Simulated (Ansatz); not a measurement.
The cluster Zr2N2. The state is a triplet with charge 0. Geometry PBE0-D4/def2-TZVP; atoms count from 1.

```xyz
4

Zr    0.797    0.558   -1.005
Zr   -0.797   -0.558    1.005
N    -0.255   -1.019   -0.768
N     0.255    1.019    0.768
```

In the def2 sets Zr takes a core potential; there is no spin–orbit coupling. At PBE0-D4/def2-TZVP a broken-symmetry singlet of charge 0 lies 0.11 eV below the triplet, each at its own geometry. The structure comes from a short search, and lower isomers may exist.

Estimate the Mulliken populations from the PBE0/def2-TZVP orbitals of Ansatz.


| atom | charge (e) | spin (α − β) | d electrons |
| --- | --- | --- | --- |
| Zr1 | 0.76 | 1.09 | 2.30 |
| Zr2 | 0.76 | 1.09 | 2.30 |
| N3 | -0.76 | -0.09 | – |
| N4 | -0.76 | -0.09 | – |
Mulliken values depend strongly on the basis.

Where does the spin sit?

Summed by element: Zr 2.17, N -0.17, of 2 unpaired in all. Largest on single atoms: Zr1 1.09, Zr2 1.09, N3 -0.09.

And the Mayer bond orders between heavy atoms (over 0.3)?

Zr1–Zr2 0.85 (2.80 Å); Zr1–N3 1.50 (1.91 Å); Zr1–N4 1.50 (1.91 Å); Zr2–N3 1.50 (1.91 Å); Zr2–N4 1.50 (1.91 Å).
